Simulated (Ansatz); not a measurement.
Reactions of C2H6AlFS (`C[S][AlH][CH2]F`).

Gas-phase electronic energies from Ansatz, PBE0-D4/def2-TZVP geometries. CBS: MP2 limit from def2 TZ/QZ plus the TZ coupled-cluster correction, frozen cores. This one scheme is used for every species. Functionals use def2-TZVPP. B3LYP here is the variant with VWN-RPA as its local correlation; programs differ in this. For Ge outer-core shells are correlated without core-valence functions, which leaves a few kJ/mol of doubt a bond. Scalar relativity is left out up to krypton. One conformer a species, not always the lowest.

```tsv
reaction	PBE0-D4 (kcal/mol)	B3LYP-D4 (kcal/mol)
`C[S][AlH][CH2]F` + H₂ → `F[CH2][AlH2]` + CH₃SH	23.8	23.5
`C[S][AlH][CH2]F` + `C[S][GeH3]` → `[CH3][AlH][CH2]F` + `CS[S][GeH3]`	19.3	18.7
`C[S][AlH][CH2]F` + `[SiH3]S` → `FCS[SiH3]` + `C[S][AlH2]`	4.9	5.5
`C[S][AlH][CH2]F` + `BC[SiH3]` → `C[S][AlH2]` + `BC[SiH2]CF`	-1.0	-0.4
```

(1) Give the CCSD(T)/CBS values in the same order. (Best estimate.)

Largest T1 diagnostic: 0.012, for `CS[S][GeH3]`.

Answers

(1) The calculation gave: 24.0, 19.9, 5.3, -0.9 kcal/mol.
